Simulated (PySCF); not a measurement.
# NMR data sheet: C₅H₁₃BF₂OSi

- Formula: C5H13BF2OSi
- SMILES: C[Si](C)(C)OCCB(F)F
- Point group of the computed structure: C1
- Carbon signals: 3
- Proton signals: 3

Bonds (- single, = double, # triple, : aromatic): C1-Si2, Si2-C3, Si2-C4, Si2-O5, O5-C6, C6-C7, C7-B8, B8-F9, B8-F10. C1 carries H11, H12, H13; C3 carries H14, H15, H16; C4 carries H17, H18, H19; C6 carries H20, H21; C7 carries H22, H23.

Computational details: PBE0-D3(BJ)/def2-SVP geometry, GIAO KT2/pcSseg-1 shieldings, in PySCF 2.14 (non-relativistic Hamiltonian, equivalent nuclei averaged, one conformer, no solvent model).

Scale: TMS for $^{1}$H (31.18 ppm), $^{13}$C (183.22 ppm), $^{29}$Si (361.05 ppm); $^{19}$F (138.57 ppm) against CFCl3; $^{11}$B (99.90 ppm) against BF3·OEt2; $^{17}$O (330.66 ppm) vs H2O (reference shieldings calculated alike).

| carbon | δC, type | δH (multiplicity) | HMBC from (2–3 bonds) | span of the C tensor (ppm) |
| --- | --- | --- | --- | --- |
| C1/C3/C4 | -1.4, CH3 | 0.10 (s) | H11/H12/H13/H14/H15/H16/H17/H18/H19 | 17 |
| C6 | 60.5, CH2 | 3.77 (t) | H22/H23 | 72 |
| C7 | 19.8, CH2 | 1.44 (m) | H20/H21 | 45 |

Other nuclei:
```
 atoms    nucleus               environment  δ (ppm)  σ (ppm)
F9/F10   $^{19}$F      fluorine bonded to B    -89.1    227.7
   Si2  $^{29}$Si  silicon bonded to 3 C, O     22.6    338.5
    B8   $^{11}$B    boron bonded to C, 2 F     26.0     73.9
    O5   $^{17}$O    oxygen bonded to C, Si     68.3    262.4
```

δC 60.5: sp3 CH2 bonded to O; pulled downfield by the heteroatom. δC -1.4: methyl carbon bonded to Si; an electropositive neighbour leaves it electron-rich and shielded. δH 3.77: hydrogen on an sp3 CH2 bonded to O; its carbon carries O, which withdraws density. δH 1.44: hydrogen on an sp3 CH2 bonded to B. δH 0.10: hydrogen on a methyl carbon bonded to Si; an electropositive neighbour shields it, as in TMS itself.

A carbon bonded to boron is broadened by the quadrupolar boron nucleus and is often missing from a measured spectrum. Splittings by $^{19}$F in the carbon and heteronuclear signals aren't shown, as no couplings were computed. Shifts are as computed. Against solution values, carbons near 30 ppm lie about +2 ppm off and those near 130 ppm about -5 ppm. Of 1309 compounds with measured shifts, 239 miss one by over three times the rms of a fit or turn the order of signals round; such compounds aren't used in these exercises. Unscaled 19F shifts against computed CFCl3 carry errors that often reach 10 to 50 ppm. Experimental scales use liquid or dissolved standards, which lie at an offset from isolated H2O (liquid H2O: subtract about 36 ppm). No couplings were computed; multiplicities are counted from neighbouring protons, with m where these are inequivalent, close in shift, in a saturated or five-membered ring or joined by F or P, and br s for small geminal =CH2 splittings.
